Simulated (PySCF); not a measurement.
Si(F)(Me)2(SeH) (C2H7FSeSi), SMILES C[Si](C)(F)[SeH].

Geometry optimised at B3LYP-D3(BJ)/def2-SVP. Other conformers were not sampled.

These are B3LYP-D3(BJ)/def2-SVP run with PySCF values and carry that method's errors.

Frequencies are harmonic and unscaled.

| mode | ν (cm⁻¹) | IR (km/mol) | moving atoms (share of kinetic energy) |
|---|---|---|---|
| 1 | 78 | 6.2 | H 91 % |
| 2 | 147 | 0.2 | H 88 %, C 9 % |
| 3 | 152 | 0.5 | H 60 %, C 16 %, F 15 % |
| 4 | 162 | 1.6 | H 43 %, C 32 %, Se 11 % |
| 5 | 173 | 0.6 | H 57 %, F 24 %, C 14 % |
| 6 | 210 | 3.9 | F 28 %, Se 28 %, C 22 %, H 18 % |
| 7 | 215 | 0.7 | H 33 %, C 31 %, F 17 %, Si 14 % |
| 8 | 268 | 13.6 | F 38 %, C 23 %, Si 20 %, H 19 % |
| 9 | 391 | 42.7 | Si 50 %, Se 17 %, H 15 %, C 13 % |
| 10 | 630 | 9.5 | H 69 %, C 25 % |
| 11 | 675 | 39.2 | H 46 %, C 28 %, Si 16 %, F 9 % |
| 12 | 692 | 1.8 | H 60 %, C 32 %, Si 8 % |
| 13 | 741 | 0.5 | H 79 %, C 20 % |
| 14 | 792 | 15.9 | H 54 %, F 24 %, C 18 % |
| 15 | 801 | 107.9 | Si 38 %, H 35 %, C 26 % |
| 16 | 851 | 167.1 | H 64 %, C 22 %, Si 12 % |
| 17 | 919 | 131.7 | Si 44 %, F 30 %, H 19 % |
| 18 | 1273 | 39.1 | H 76 %, C 23 % |
| 19 | 1277 | 19.7 | H 79 %, C 21 % |
| 20 | 1422 | 2.0 | H 96 % |
| 21 | 1423 | 0.0 | H 95 % |
| 22 | 1430 | 4.6 | H 96 % |
| 23 | 1436 | 8.3 | H 96 % |
| 24 | 2401 | 16.6 | H 99 % |
| 25 | 3029 | 0.4 | H 97 % |
| 26 | 3030 | 3.0 | H 97 % |
| 27 | 3117 | 0.1 | H 91 %, C 9 % |
| 28 | 3119 | 9.3 | H 91 %, C 9 % |
| 29 | 3136 | 1.6 | H 91 %, C 9 % |
| 30 | 3136 | 2.0 | H 91 %, C 9 % |
